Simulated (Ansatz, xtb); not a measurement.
## C5H6FNSe: 9 structures ranked

9 gas-phase structures of C5H6FNSe, from a drawn sample of its isomers (lower ones may exist). Each was relaxed with GFN2-xTB; where two conformers were screened, the lower at r2SCAN-D4/def2-SVP is listed:

A. `N#C[C@@H]1C[Se]C[C@@H]1F`, a singlet
B. `CCc1cn[se]c1F`, a singlet
C. `Cc1[se]c(F)cc1N`, a singlet
D. `Cc1[se]ncc1CF`, a singlet
E. `Cc1n[se]c(F)c1C`, a singlet
F. `N#C[C@]1(F)CCC[Se]1`, a singlet
G. `CCc1cc(F)[se]n1`, a singlet
H. `Cc1c[se]nc1CF`, a singlet
I. `C[C@H](F)c1cc[se]n1`, a singlet

Question: Estimate their order in r2SCAN-D4/def2-SVP energy at these geometries, lowest first.

Answer: Calculated order at r2SCAN-D4/def2-SVP: I (0.000), E (0.035), H (0.103), A (0.121), C (0.127), D (0.159), F (0.223), G (0.240), B (0.318) eV. Less than 1 kcal/mol parts I and E; H and A; A and C; C and D; F and G, so the order within those pairs means little. CCSD(T)/def2-SVP + ΔMP2/def2-TZVPP after further relaxation puts A lowest instead.

Energies above the lowest of each column, in eV; the last columns are at B3LYP/def2-SVP geometries and were run for some of them only (a dash: not run or not comparable):

| structure | GFN2-xTB | HF/STO-3G | r2SCAN-D4/def2-SVP | B3LYP/def2-SVP | CCSD(T)/def2-SVP + ΔMP2/def2-TZVPP |
| --- | --- | --- | --- | --- | --- |
| I | 0.190 | 1.125 | 0.000 | 0.000 | 0.140 |
| E | 0.000 | 0.718 | 0.035 | 0.085 | 0.314 |
| H | 0.125 | 1.102 | 0.103 | 0.110 | 0.235 |
| A | 0.920 | 0.000 | 0.121 | 0.057 | 0.000 |
| C | 0.647 | 1.248 | 0.127 | 0.221 | – |
| D | 0.217 | 1.168 | 0.159 | 0.169 | 0.292 |
| F | 0.971 | 0.009 | 0.223 | – | – |
| G | 0.197 | 0.867 | 0.240 | – | – |
| B | 0.262 | 0.936 | 0.318 | – | – |

CCSD(T)/def2-SVP + ΔMP2/def2-TZVPP puts A lowest of those it was run on; GFN2-xTB picks E, r2SCAN-D4/def2-SVP picks I, B3LYP/def2-SVP picks I. CCSD(T)/def2-SVP + ΔMP2/def2-TZVPP orders those it was run on as A (0.000), I (0.140), H (0.235), D (0.292), E (0.314) eV. Less than 1 kcal/mol parts D and E, so the order within that pair means little. Flexible structures stand in one conformer each, not always the lowest. Frequencies (GFN2-xTB) were run for A, D, E, H, I alone. The ΔMP2 step shifts differences by up to 0.155 eV, which makes them less sure. ΔMP2 is the change of the MP2 energy from the smaller to the larger basis.

Over these structures GFN2-xTB departs from r2SCAN-D4/def2-SVP by 0.296 eV on average once a common shift is removed. A GFN2-xTB relaxation took about 0.2 s and the r2SCAN-D4/def2-SVP energy about 2.7 s on a shared host (Ansatz 0.2.0, xtb 6.7.1).
